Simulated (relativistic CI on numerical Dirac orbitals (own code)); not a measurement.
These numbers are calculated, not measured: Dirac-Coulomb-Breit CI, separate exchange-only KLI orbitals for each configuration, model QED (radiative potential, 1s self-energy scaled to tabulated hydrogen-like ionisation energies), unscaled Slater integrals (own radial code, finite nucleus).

Configuration list (outside the closed core [Ne]): 3s2 3p6 3d8, 3s2 3p5 3d9, 3s2 3p4 3d10, 3s 3p6 3d9, 3p6 3d10, 3s 3p5 3d10, 3s2 3p6 3d7 4s, 3s2 3p6 3d7 4p, 3s2 3p4 3d9 4s, 3s2 3p6 3d7 4d, 3s2 3p4 3d9 4p, 3s2 3p5 3d8 4s, 3s2 3p6 3d7 4f, 3s2 3p4 3d9 4d, 3s 3p5 3d9 4s, 3s2 3p5 3d8 4p, 3s 3p5 3d9 4p, 3s2 3p6 3d6 4s2, 3s2 3p5 3d8 4d, 3s 3p5 3d9 4d, 3s 3p6 3d8 4s, 3s2 3p6 3d6 4s 4p, 3s2 3p5 3d8 4f, 3p6 3d9 4s, 3s2 3p6 3d7 5s, 3s2 3p6 3d6 4p2, 3s2 3p6 3d6 4s 4d, 3s 3p6 3d8 4p, 3p6 3d9 4p, 3s2 3p6 3d7 5p, 3s2 3p5 3d7 4s2, 3s2 3p6 3d6 4p 4d, 3s2 3p6 3d7 5d, 3p6 3d9 4d, 3s2 3p6 3d7 5f, 3s 3p6 3d8 4d. Levels of other configurations are missing.

At this charge energies of transitions that change n are usually good to better than 1 %, and those within a shell (Δn = 0) to a few per cent.

Outline of the computed level scheme of Pb LVII. Lowest level of each configuration: 3s2 3p6 3d8 3F_4 at 0.00 eV; 3s2 3p5 3d9 3F°_4 at 526.36 eV; 3s2 3p4 3d10 3P_2 at 1087.99 eV; 3s 3p6 3d9 3D_3 at 1340.74 eV; 3s 3p5 3d10 3P°_2 at 1870.26 eV; 3s2 3p6 3d7 4s 5F_5 at 2153.69 eV; 3s2 3p6 3d7 4p 3F°_4 at 2267.18 eV.

Some strong electric-dipole decays among the lowest 45 levels: 3s2 3p4 3d10 1D_2 → 3s2 3p5 3d9 3F°_3 (1.1e+13 s⁻¹); 3s2 3p5 3d9 3D°_1 → 3s2 3p6 3d8 3F_2 (1.0e+13 s⁻¹); 3s2 3p5 3d9 1F°_3 → 3s2 3p6 3d8 1G_4 (8.9e+12 s⁻¹); 3s 3p5 3d10 1P°_1 → 3s2 3p4 3d10 3P_2 (8.3e+12 s⁻¹); 3s 3p6 3d9 3D_3 → 3s2 3p5 3d9 3F°_4 (6.8e+12 s⁻¹); 3s 3p6 3d9 3D_2 → 3s2 3p5 3d9 3F°_3 (5.2e+12 s⁻¹); 3s 3p5 3d10 3P°_2 → 3s2 3p4 3d10 3P_2 (5.2e+12 s⁻¹); 3s2 3p5 3d9 3P°_2 → 3s2 3p6 3d8 3P_2 (4.4e+12 s⁻¹).

LS names give the leading component of a level, which can be under half, so a name can repeat, a term be missing and a line seem to break the LS rules.
